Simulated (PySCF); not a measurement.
Level of theory: PySCF with PBE-D3(BJ)/def2-TZVP // BP86-D3(BJ)/def2-SVP. Isolated molecules, 0 K electronic values unless said otherwise. One relaxed conformer stands for a flexible species; it need not be the lowest. 

Reference species: [Ta(OH)5] (neutral, multiplicity 1).

| Item | Result |
|---|---|
| mean distance from the central atom to its bonded neighbours | 1.940 Å |
| coordination number | 5 |

Changed species: [Ta(OH)2(NH2)3] (3 of 5 OH replaced by NH2; the reference has 0 of 5 OH replaced by NH2).

Question: Give the shifts of the mean distance from the central atom to its bonded neighbours and coordination number.

Answer: the mean distance from the central atom to its bonded neighbours rises by 0.049 Å, to 1.989 Å; the coordination number hardly moves.
